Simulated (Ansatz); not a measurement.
Consider the redistribution: `[GeH3][SiH2][GeH2][GeH3]` + `[OH][GeH2][GeH3]` → `[GeH3][GeH2][GeH2][GeH3]` + `O[SiH2][GeH3]`.

Computed with Ansatz on PBE0-D4/def2-TZVP structures; ΔE is electronic, products minus reactants. CCSD(T)/CBS is the MP2 limit (def2-TZVPP, def2-QZVPP) plus CCSD(T) − MP2 in def2-TZVPP, frozen cores. Functionals use def2-TZVPP. For Ge outer-core shells are correlated without core-valence functions, which leaves a few kJ/mol of doubt a bond. Scalar relativity is left out up to krypton. Each species was taken in one conformer, which may not be the lowest.

`[GeH3][SiH2][GeH2][GeH3]`:

Cartesian coordinates in Å:
```
Ge 0.863 0.764 -2.103
Si 1.647 0.275 0.089
Ge -0.178 0.304 1.615
Ge -1.923 -1.194 0.850
H 0.128 2.115 -2.116
H 2.019 0.827 -3.115
H -0.124 -0.324 -2.559
H 2.683 1.267 0.489
H 2.266 -1.079 0.097
H -0.750 1.731 1.705
H 0.280 -0.112 3.026
H -2.466 -0.712 -0.505
H -3.085 -1.248 1.856
H -1.359 -2.614 0.672
```

`[OH][GeH2][GeH3]`:

```xyz
9

O    -1.827   -0.660   -0.934
Ge   -0.811   -0.439    0.522
Ge    1.376    0.415   -0.108
H    -2.031    0.172   -1.368
H    -1.521    0.526    1.497
H    -0.739   -1.846    1.132
H     2.229    0.684    1.144
H     1.213    1.737   -0.878
H     2.111   -0.590   -1.007
```

`[GeH3][GeH2][GeH2][GeH3]`:

Z-matrix (Å, degrees):
```
Ge
Ge 1 2.423
H 1 1.538 2 109.6
H 1 1.538 2 110.0 3 -119.1
H 1 1.537 2 111.3 3 120.3
Ge 2 2.425 1 109.8 3 62.9
H 2 1.540 1 110.1 3 -175.2
H 2 1.540 1 109.2 3 -56.7
Ge 6 2.423 2 109.8 1 -50.1
H 6 1.540 2 110.5 1 -171.8
H 6 1.540 2 109.2 1 69.6
H 9 1.538 6 110.0 2 -56.0
H 9 1.538 6 109.6 2 63.1
H 9 1.537 6 111.3 2 -176.6
```

`O[SiH2][GeH3]`:

Cartesian coordinates in Å:
```
O 0.394 -0.662 1.793
Si -0.295 0.437 0.770
Ge 0.204 -0.279 -1.439
H 0.288 -0.521 2.735
H -1.771 0.512 0.971
H 0.244 1.808 1.007
H -0.410 0.706 -2.450
H -0.377 -1.675 -1.712
H 1.723 -0.326 -1.675
```

Task: Is it downhill or uphill in electronic energy at CCSD(T)/CBS, and by how much? (Estimate.)

Result: Computed: Downhill: ΔE = -18.6 kcal/mol.

Task: What do these levels give: BLYP, PBE0, r2SCANh, HF/def2-TZVPP, HF/CBS(def2), CCSD/CBS(def2)? (Best estimate.)

Result: Computed: BLYP -17.2, PBE0 -17.2, r2SCANh -17.9, HF/def2-TZVPP -19.6, HF/CBS(def2) -19.6, CCSD/CBS(def2) -19.2 kcal/mol.

Largest T1 diagnostic among the species: 0.012.

Leaving LDA and LC-ωPBE aside and taking each functional with its dispersion term where it has one, the values, not all of them listed here, spread over 4.1 kcal/mol, from BHLYP-D4 to revPBE-D4. LDA lies −1.4 kcal/mol from PBE without D4. From PBE to PBE0 (25 % exact exchange), in def2-TZVPP and without D4, ΔE moves by −1.3 kcal/mol. At CCSD(T), def2-SVP lies +3.6 kcal/mol from the extrapolated value and def2-TZVPP +0.6 kcal/mol.
